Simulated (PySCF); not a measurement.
hydronium (H₃O), SMILES [OH3+], charge +1. Coordinates come from a PBE0-D3(BJ)/def2-TZVPD optimisation.

Computed with PBE0-D3(BJ)/def2-TZVPD (PySCF).

Harmonic wavenumbers (cm⁻¹): 841, 1675, 1675, 3602, 3691, 3691. Rotational constants (GHz): 330.5, 330.5, 189.5; symmetry number 3.

Problem. Work out the zero-point energy and the ideal-gas rigid-rotor harmonic-oscillator thermochemistry at 298.15 K and 1 atm.

Solution. ZPE = ½ Σ hcν = ½ × 15174 cm⁻¹ = 21.69 kcal/mol. H − E(el) = 24.11 kcal/mol. Entropy in cal/(mol K): translation 34.77, rotation 11.23, vibration 0.19, total 46.19. G − E(el) = 10.34 kcal/mol. Cp = 8.61 cal/(mol K).
